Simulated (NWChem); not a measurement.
System: GeH2, singlet; SMILES [GeH2]

Input file for NWChem:

```
start job
memory heap 200 mb stack 900 mb global 1100 mb
geometry units angstroms noautosym nocenter noautoz
  Ge     0.000000     0.000000     0.036309
  H      0.000000    -1.136429    -1.086225
  H      0.000000     1.136429    -1.086225
end
basis spherical
  * library pcsseg-1
end
dft
  xc xpbe96 cpbe96
  iterations 150
end
property
  shielding 2 1 2
end
task dft property
```

Low-valent species are run as closed-shell singlets; no triplet was tried in these runs. Geometry: optimised at PBE0/def2-SVP.

GIAO values for the isolated, static molecule; σ is the absolute isotropic shielding, δ = σ(reference) − σ with the isolated reference molecule computed at the same levels (1H: tetramethylsilane).

Atoms are numbered as in the input.

Task: Predict the main results of this run. (PBE/pcSseg-1, GIAO.) Quantities: σ Ge1 (ppm); δ H2 (ppm).

Result: 
```
Property     Result
-----------  ------
σ Ge1 (ppm)  -631.2
δ H2 (ppm)    14.11
```
